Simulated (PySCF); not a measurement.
A PySCF script (with the pyscf-properties extension) for the NMR shieldings of `CN1BC=C(B(F)F)CC1`, C₅H₉B₂F₂N, on a GFN2-xTB geometry:

```python
import basis_set_exchange as bse
import numpy as np
from pyscf import gto, dft
from pyscf.prop import nmr

atoms = """
C    -2.731726   -0.233525   -0.074951
N    -1.324835    0.073510   -0.006644
B    -0.790477    1.263581    0.446444
C     0.757524    1.413652    0.323794
C     1.548935    0.334030    0.161107
B     3.087377    0.436296    0.057933
F     3.877155   -0.611882   -0.133223
F     3.746177    1.581733    0.137771
C     0.882654   -1.024780    0.107933
C    -0.475193   -0.956758   -0.585206
H    -2.957940   -1.140591    0.494049
H    -3.043119   -0.395612   -1.111966
H    -3.307081    0.591334    0.337105
H    -1.482322    2.096453    0.891024
H     1.236615    2.383324    0.376101
H     0.750504   -1.383714    1.133869
H     1.521733   -1.739380   -0.411948
H    -0.332586   -0.751053   -1.655942
H    -0.973198   -1.927367   -0.494712
"""
names = dict.fromkeys(["C", "N", "B", "F", "H"], "pcSseg-1")
basis = {el: gto.basis.parse(bse.get_basis(n, elements=[el], fmt="nwchem")) for el, n in names.items()}
mol = gto.M(atom=atoms, basis=basis, charge=0, verbose=0)
mf = dft.RKS(mol, xc="PBE0")
mf.grids.level = 2
mf.grids.alignment = dft.numint.BLKSIZE   # the property module wants whole blocks of grid points
mf.conv_tol = 1e-9
mf.kernel()

calc = nmr.RKS(mf)   # GIAO
C = mf.mo_coeff
Co = C[:, mf.mo_occ > 0]
resp = mf.gen_response(singlet=True, hermi=2)
def vind(x):   # induced exchange potential for any number of trial vectors
    d = np.einsum("pi,xij,qj->xpq", C, 2 * x.reshape(-1, C.shape[1], Co.shape[1]), Co, optimize=True)
    return np.einsum("xpq,pi,qj->xij", resp(d - d.transpose(0, 2, 1)), C, Co, optimize=True).ravel()
mo1, _ = nmr.rhf.solve_mo1(calc, with_cphf=vind)
sigma = calc.kernel(mo1)
for i, s in enumerate(sigma):   # ppm
    w = np.linalg.eigvalsh((s + s.T) / 2)
    print("%2d %-2s iso %8.1f  s11 %8.1f  s22 %8.1f  s33 %8.1f" % (i, mol.atom_pure_symbol(i), w.mean(), *w))
```

Q: What does it print?

A: 
```
 0 C  iso    140.2  s11    110.2  s22    127.2  s33    183.1
 1 N  iso    126.3  s11     13.8  s22    148.7  s33    216.3
 2 B  iso     70.7  s11     36.3  s22     60.2  s33    115.5
 3 C  iso     19.0  s11   -122.3  s22      1.8  s33    177.5
 4 C  iso     39.7  s11    -70.5  s22     17.6  s33    172.1
 5 B  iso     77.5  s11     66.7  s22     78.7  s33     87.0
 6 F  iso    260.8  s11    101.3  s22    298.6  s33    382.6
 7 F  iso    264.6  s11    100.7  s22    306.7  s33    386.5
 8 C  iso    154.7  s11    148.5  s22    157.3  s33    158.4
 9 C  iso    136.4  s11    119.9  s22    127.1  s33    162.2
10 H  iso     28.6  s11     24.3  s22     26.9  s33     34.8
11 H  iso     28.6  s11     24.9  s22     26.2  s33     34.8
12 H  iso     28.3  s11     24.3  s22     26.9  s33     33.6
13 H  iso     26.9  s11     25.4  s22     26.0  s33     29.1
14 H  iso     23.9  s11     19.7  s22     23.8  s33     28.2
15 H  iso     29.3  s11     25.4  s22     28.2  s33     34.4
16 H  iso     29.3  s11     24.1  s22     29.0  s33     34.8
17 H  iso     28.4  s11     24.0  s22     27.8  s33     33.6
18 H  iso     29.0  s11     24.2  s22     29.7  s33     33.1
```

These numbers come from an equivalent density-fitted implementation of the same equations, which agrees with the script to about 0.01 ppm for H and up to a few tenths of a ppm for heavy atoms, so last digits may differ.

Size and cost of the density-fitted run: 215 basis functions, 79 s wall time on 1 thread of an Arm Neoverse N1, shared host; peak memory 0.95 GiB.
